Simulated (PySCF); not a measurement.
Deuteron quadrupole couplings in `C#CC[Si](F)(P)P`

C3H7FP2Si.
Structure used (GFN2-xTB), in Å, numbered top down from 1:
```xyz
14
C3H7FP2Si angstrom
C      2.370   -0.449    1.200
C      1.824   -0.305    0.144
C      1.111   -0.115   -1.093
Si    -0.753    0.236   -0.792
F     -1.334    0.597   -2.269
P     -0.972    2.138    0.409
P     -1.767   -1.706   -0.237
H      2.888   -0.581    2.102
H      1.553    0.721   -1.637
H      1.215   -1.009   -1.711
H     -2.109    1.732    1.095
H     -0.130    1.698    1.418
H     -2.842   -1.110    0.407
H     -1.054   -1.850    0.943
```

Level: PBE0/pcSseg-1 (PySCF, non-relativistic); Q(2H) = 0.00286 b; rigid geometry, the same for H and D, with no vibrational averaging.

Task: Rank these positions by the coupling χzz of a deuteron there, largest first.
A. H9 (methylene hydrogen)
B. H8 (alkyne hydrogen)
C. H14 (P–H hydrogen)

Result: B (268 kHz), A (207 kHz), C (140 kHz).

Task: Tabulate Vzz, the asymmetry η and χzz = 234.96 MHz × Q × Vzz for every hydrogen position.

Result: 
```
atom  bonded to  bond length (Å)  Vzz (au)     η  χzz (kHz)
  H8         C1            1.049    0.3981  0.00        268
  H9         C3            1.092    0.3078  0.03        207
 H10         C3            1.092    0.3071  0.03        206
 H11         P6            1.388    0.2094  0.07        141
 H12         P6            1.386    0.2085  0.07        140
 H13         P7            1.387    0.2100  0.06        141
 H14         P7            1.387    0.2087  0.07        140
```

Task: Average by the element that carries the hydrogen.

Result: on C: 227 kHz over 3 positions, mean bond length 1.077 Å; on P: 141 kHz over 4 positions, mean bond length 1.387 Å.

Isolated species at its GFN2-xTB geometry (one conformer only). GFN2-xTB bond lengths can be off by several hundredths of an ångström, more for odd bonds, and the gradients follow them. A larger basis could move these couplings by a tenth or more.
